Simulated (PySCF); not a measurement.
NMR data sheet: C4H14Si4

```
Formula                               : C4H14Si4
SMILES                                : C[Si@H]1[SiH2][Si@@H](C2CC2)[SiH2]1
InChI                                 : InChI=1S/C4H14Si4/c1-7-5-8(6-7)4-2-3-4/h4,7-8H,2-3,5-6H2,1H3/t7-,8+
Point group of the computed structure : C1
Degrees of unsaturation               : 2
Carbon signals                        : 3
Proton signals                        : 8
```

Numbering as in the mapped SMILES `[CH3:1][Si@H:2]1[SiH2:3][Si@@H:4]([CH:5]2[CH2:6][CH2:7]2)[SiH2:8]1`. Hydrogens are named by the atom that carries them. Ha(Si3), Ha(Si8) are cis to C1 on the ring; Ha(C6), Ha(C7) are cis to Si4 on the ring; Hb(Si3), Hb(Si8) are trans to C1 on the ring; Hb(C6), Hb(C7) are trans to Si4 on the ring.

- NMR shieldings at PBE0/pcSseg-1/GIAO
- coordinates at the PBE0-D3(BJ)/def2-SVP level
- program: PySCF
- single conformer, gas phase, averaged over atoms made equivalent by symmetry, fast rotation or ring inversion, no relativistic terms

References, each an isolated molecule treated in the same way: ¹H and ¹³C and ²⁹Si against TMS.

| carbon | δC, type | δH (multiplicity) | HMBC from (2–3 bonds) | span of the C tensor (ppm) |
| --- | --- | --- | --- | --- |
| C1 | -7.2, CH3 | 0.63 (d) | H(Si2), Hb(Si3)/Hb(Si8), Ha(Si3)/Ha(Si8) | 13 |
| C5 | -8.1, CH | -0.09 (m) | H(Si4), Hb(Si3)/Hb(Si8), Ha(Si3)/Ha(Si8), Hb(C6)/Hb(C7), Ha(C6)/Ha(C7) | 69 |
| C6/C7 | 6.5, CH2 | Ha(C6) 0.28 (m); Hb(C6) 0.83 (m) | H(Si4), Hb(C6)/Hb(C7), Ha(C6)/Ha(C7), H(C5) | 62 |

Other nuclei:
```json
{"atoms": "H(Si4)", "nucleus": "¹H", "environment": "hydrogen on a silicon bonded to C, 2 Si, in a 4-membered ring", "δ (ppm)": "4.87", "σ (ppm)": "26.39"}
{"atoms": "H(Si2)", "nucleus": "¹H", "environment": "hydrogen on a silicon bonded to C, 2 Si, in a 4-membered ring", "δ (ppm)": "4.63", "σ (ppm)": "26.64"}
{"atoms": "Hb(Si3)/Hb(Si8)", "nucleus": "¹H", "environment": "hydrogen on a silicon bonded to 2 Si, in a 4-membered ring", "δ (ppm)": "3.83", "σ (ppm)": "27.43"}
{"atoms": "Ha(Si3)/Ha(Si8)", "nucleus": "¹H", "environment": "hydrogen on a silicon bonded to 2 Si, in a 4-membered ring", "δ (ppm)": "3.81", "σ (ppm)": "27.46"}
{"atoms": "Si4", "nucleus": "²⁹Si", "environment": "silicon bonded to C, 2 Si, H, in a 4-membered ring", "δ (ppm)": "-34.5", "σ (ppm)": "386.4"}
{"atoms": "Si2", "nucleus": "²⁹Si", "environment": "silicon bonded to C, 2 Si, H, in a 4-membered ring", "δ (ppm)": "-49.4", "σ (ppm)": "401.4"}
{"atoms": "Si3/Si8", "nucleus": "²⁹Si", "environment": "silicon bonded to 2 Si, 2 H, in a 4-membered ring", "δ (ppm)": "-97.7", "σ (ppm)": "449.7"}
```

1. Carbon types of the structure: 1 × CH, 2 × CH2, 1 × CH3, leaving 6 H on heteroatoms.
2. δC 6.5, -8.1: three-membered-ring carbon; carbons of three-membered rings are unusually shielded.
3. δC -7.2: methyl carbon bonded to Si; an electropositive neighbour leaves it electron-rich and shielded.
4. δH 3.83, 3.81: hydrogen on a silicon bonded to 2 Si, in a 4-membered ring.
5. δH 0.83, 0.28, -0.09: hydrogen on a three-membered-ring carbon; cyclopropane-type protons are shielded by the ring.
6. δH 0.63: hydrogen on a methyl carbon bonded to Si; an electropositive neighbour shields it, as in TMS itself.

Shifts are as computed. Against solution values, carbons near 30 ppm lie about +2 ppm off and those near 130 ppm about +5 ppm. Of 1309 compounds with measured shifts, 239 miss one by over three times the rms of a fit or turn the order of signals round; such compounds aren't used in these exercises. Multiplicities follow the n + 1 count of equivalent neighbours, as no J values were calculated; m marks all less simple cases, F and P coupling included.
